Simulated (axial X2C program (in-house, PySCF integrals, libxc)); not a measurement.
## Worked dissociation energy of PbN: CCSD(T), without spin–orbit coupling

Computed with an axial X2C code built on PySCF integrals. Spin-free means the one-electron spin-free X2C Hamiltonian. Basis: Pb dyall-cv3z [12s14p10d7f1g], N dyall-av3z [7s7p3d2f] (cores contracted in-house); Gaussian nuclei, density fitting, unrestricted open shells. Masses: Pb 207.977 u, N 14.003 u.

Molecular state: M_S = 1/2, Λ = 1 (beyond evenly filled blocks: π+α, π+β, π-α).

Correlated methods: 9 electrons correlated (number of frozen shells: Pb 5 s, 4 p, 3 d, 1 f; N 1 s), 263 virtual spin orbitals or spinors in MP2, 90 natural virtuals in coupled cluster.

| Item | Value |
| --- | --- |
| E(Pb) (2M_S = 2, M_L = 0) | -20880.211137 hartree |
| E(N) (2M_S = 3, M_L = 0) | -54.551627 hartree |
| E(PbN) at Re | -20934.831597 hartree |
| ωe | 572.4 cm⁻¹ |
| ωexe | 6.1 cm⁻¹ |

Q: Work out De and D0.

A: De = -20880.211137 + (-54.551627) − (-20934.831597) = 0.06883 hartree = 1.873 eV. The zero-point energy is ωe/2 − ωexe/4 = 285 cm⁻¹ = 0.035 eV, so D0 = 1.838 eV.

Occupations by symmetry block were frozen at the best pattern of an incomplete PBE0 search. De is counted from the lowest determinant-based energies of the atoms at the same level, without counterpoise correction. CCSD and (T) use frozen natural virtuals with an MP2 correction for the truncation; (T) itself is uncorrected, so its De runs slightly low. PBE0 can misorder states that lie within some tenths of an eV, so this need not be the ground state of the molecule. The nearest other spin-free determinant of the search, M_S = 1/2, Λ = 0, lies 0.30 eV up at the distance of the search. The determinant is spin-polarised beyond a pure state at some levels (its spin-free form has ⟨S²⟩ too high), which makes Re and μ there less reliable. The T1 diagnostic is large, a sign of multireference character. With the outer-core shells frozen, correlated bond lengths of heavy atoms tend to come out a few hundredths of an ångström too long. Spin-free De lacks the spin–orbit lowering of the heavy p-block atom, a tenth of an eV or more for 4p and 5p, up to an eV for 6p and one to two eV for 7p atoms, less what an open-shell molecule gains itself.

Each atomic determinant is the lowest at this level and need not be a pure term. Totals compare only within one Hamiltonian and basis.
